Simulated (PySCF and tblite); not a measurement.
cyclohexanone, C6H10O, numbered as in [O:1]=[C:2]1[CH2:3][CH2:4][CH2:5][CH2:6][CH2:7]1.

Level: PBE0-D3(BJ)/pcSseg-1 (IEF-PCM, chloroform)//GFN2-xTB, thermal terms from GFN2-xTB, symmetry numbers and mirror pairs counted. Conformers within 1 kcal/mol (GFN2-xTB free energy) were kept, 10 at most. GIAO shieldings: PBE0/pcSseg-1 (IEF-PCM, chloroform). Shifts are against TMS (¹H), TMS (¹³C) at the same level. Codes: tblite and PySCF.

The 6-ring runs over atoms 2–3–4–5–6–7.

```tsv
conformer	shape	weight %	dipole D
1	6-ring chair	100.0	3.93
```

Q: How do the computed shifts compare with measured ones?

A: 
```
nucleus  signal  leading conformer  average  measured  medium
     ¹H   H3/H7               2.36     2.36      2.24  THF-d8
     ¹H   H4/H6               1.94     1.94     1.795  THF-d8
     ¹H      H5               1.75     1.75     1.695  THF-d8
    ¹³C      C2              221.0    221.0    208.79  THF-d8
    ¹³C   C3/C7               46.8     46.8     42.17  THF-d8
    ¹³C   C4/C6               33.0     33.0     27.69  THF-d8
    ¹³C      C5               30.1     30.1     25.76  THF-d8
```

Measured values: Fulmer et al., Organometallics 2010, 29, 2176. Mean difference for ¹H: 0.11 ppm, scatter 0.04 ppm. Mean difference for ¹³C: 6.62 ppm, scatter 3.25 ppm. The computed shifts are unscaled and lack vibrational corrections.
